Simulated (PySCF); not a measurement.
Polarisability and C₆ of Tc²⁺ (technetium, charge +2)

[Kr] 4d5, high-spin 6S determinant. All numbers are calculated (PySCF 2.14, scalar relativity through the core potential, in aug-cc-pVTZ-PP with ECP28MDF). Coupled (time-dependent) response in atomic units; α is the mean over directions.

```tsv
method	mean α (bohr³)	C₆ (like pair)	S(−4)
HSE06	8.899	47.61	26.06
M06-2X	8.756	46.54	24.50
```

S(−4) is the Cauchy moment in α(ω) = α(0) + S(−4) ω² + …

α(iu) at HSE06:

| u (hartree) | α(iu) (bohr³) |
| --- | --- |
| 0 | 8.899 |
| 0.0500 | 8.835 |
| 0.100 | 8.651 |
| 0.200 | 8.035 |
| 0.300 | 7.282 |
| 0.500 | 5.886 |
| 0.750 | 4.582 |
| 1.00 | 3.651 |
| 1.50 | 2.447 |
| 2.00 | 1.730 |
| 3.00 | 0.9693 |
| 5.00 | 0.4125 |

A single London oscillator, α(iu) = α/(1 + u²/ω²), gives C₆ = (3/4) ω α². Matching the computed C₆ needs ω = 4 × 47.61 / (3 × 8.899²) = 0.802 hartree.

For an ion, C₆ is the dispersion term alone; charge-induced terms of lower order in 1/R come first.

Energies and moments cover only the electrons outside the core potential.
